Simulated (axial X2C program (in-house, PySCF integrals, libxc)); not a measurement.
**Spin–orbit effects down a group: molecules with Li (ions), CCSD**

Computed with an axial X2C code built on PySCF integrals, spin-free (one-electron X2C) or two-component (2c: spin–orbit coupling with atomic mean-field Coulomb and Gaunt terms, which also bring small scalar terms), in Dyall basis sets with cores contracted in-house; open shells are unrestricted.

Basis sets: Cd dyall-cv3z, Hg dyall-cv3z, Li dyall-cv3z, Zn dyall-cv3z. Frozen shells (counts by l): LiZn⁺ Zn 3s2p, Li 1s, 12 electrons correlated; LiCd⁺ Cd 4s3p1d, Li 1s, 12 electrons correlated; LiHg⁺ Hg 5s4p2d1f, Li 1s, 12 electrons correlated. Coupled cluster in natural virtuals with an MP2 remainder. Where the outer core of a metal is frozen, bonds come out longer and ionisation energies lower.

```csv
molecule,spin-free state,Re (Å),ωe (cm⁻¹),De (eV),2c state,Re 2c (Å),ωe 2c (cm⁻¹),De 2c (eV)
LiZn⁺,"M_S = 0, Λ = 0",2.723,246.0,0.57,Ω = 0,2.724,246.0,0.57
LiCd⁺,"M_S = 0, Λ = 0",2.824,239.3,0.60,Ω = 0,2.824,239.2,0.60
LiHg⁺,"M_S = 0, Λ = 0",2.717,246.4,0.51,Ω = 0,2.715,247.0,0.51
```

(1) Work out the shifts from the spin-free to the two-component result.

Fragments in 2c: Zn + Li+, Cd + Li+, Hg + Li+. Each entry is the lowest single determinant of a limited PBE0 search at one distance. De goes to single-determinant-based atoms at the same level (for ions the charge split of lowest energy) and is withheld (n/a) where an atom does not fit its ground term or J level. Main or longest-lived isotopes.

Results:

(1) 

```
molecule  2c state  ΔRe (Å)  Δωe (cm⁻¹)  ΔDe (eV)
   LiZn⁺     Ω = 0    0.001         0.0      0.00
   LiCd⁺     Ω = 0    0.000        -0.1      0.00
   LiHg⁺     Ω = 0   -0.002         0.6      0.00
```

Shifts of one unit in the last digit are rounding.
